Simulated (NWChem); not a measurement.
# SiF2, singlet; SMILES F[Si]F

```xyz
3

Si     0.0000     0.0000     0.5803
F      1.2460     0.0000    -0.4513
F     -1.2460     0.0000    -0.4513
```
Atoms are numbered in this order, from 1.

Low-valent species are run as closed-shell singlets; no triplet was tried in these runs. All runs use the structure optimised with B3LYP/6-31G* (spherical d).

Symmetry labels are those of C2v in the frame above (b1 and b2, or b-type labels, depend on it). States above −ε(HOMO) = 7.2 eV lie in this functional's continuum and hang on the basis.

Q: List the 4 lowest vertical singlet excitations from PBE/def2-TZVPD, TDA (NWChem).

A: 
| state | energy (eV) | oscillator strength | symmetry | leading excitation (squared amplitude) |
|---|---|---|---|---|
| S1 | 5.62 | 0.223 | b2 | HOMO → LUMO (0.94) |
| S2 | 6.97 | 0.000 | a2 | HOMO−1 → LUMO (1.00) |
| S3 | 7.38 | 0.218 | b1 | HOMO → LUMO+1 (0.76) |
| S4 | 7.49 | 0.180 | a1 | HOMO → LUMO+2 (0.93) |
